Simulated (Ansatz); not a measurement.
The cluster Li₂Sn₂⁻, relaxed as a doublet with UKS PBE-D4/def2-TZVPD in Ansatz, starting from the GFN1-xTB geometry. Force threshold 0.02 eV/Å.

In the def2 sets Sn takes a core potential; there is no spin–orbit coupling. The highest occupied level of the charge -1 doublet lies above zero (up to 0.31 eV). It is a level of α spin, whose loss leaves a singlet; that state wasn't run at this geometry and level. The electron is either unbound and held by the finite basis, or the level is raised by self-interaction error. The relaxation made no stability test and no search for a lower SCF solution. The structure comes from a short search, and lower isomers may exist.

Start:

```xyz
4

Li   -0.680   -1.893    0.766
Li    0.883   -0.605   -0.574
Sn    0.807    1.955   -0.864
Sn   -1.011    0.542    0.671
```

Problem. Estimate the energy that the relaxation releases and the steps that it takes.

Solution. 0.41 eV, in 5 steps; 9.5 s on 4 threads of Arm Neoverse V2 on a shared host. No frequencies were taken in this run, so the end may be a saddle point.

Problem. Does the start keep its bonding and symmetry?

Solution. By distances, no bond broke or formed, bridged metal pairs apart. The bond that changes most is Li1–Li2, from 2.43 to 3.00 Å (atoms count from 1). Metal–metal contacts that move far: Li1–Li2 2.43 to 3.00 Å. The end is the same structure that another start reached, the lowest one found. Point group Cs at the start, Cs at the end, both within 0.05 Å.

Problem. Predict the relaxed structure.

Solution. 
```xyz
4

Li   -0.9081   -2.0792    0.9587
Li    1.1230   -0.6773   -0.7402
Sn    0.7121    2.1549   -0.8233
Sn   -0.9269    0.6015    0.6048
```
Bond lengths (bridged metal pairs left out): 3 × Li–Sn 2.70 to 2.86 Å; 1 × Li–Li 3.00 Å; 1 × Sn–Sn 2.67 Å.
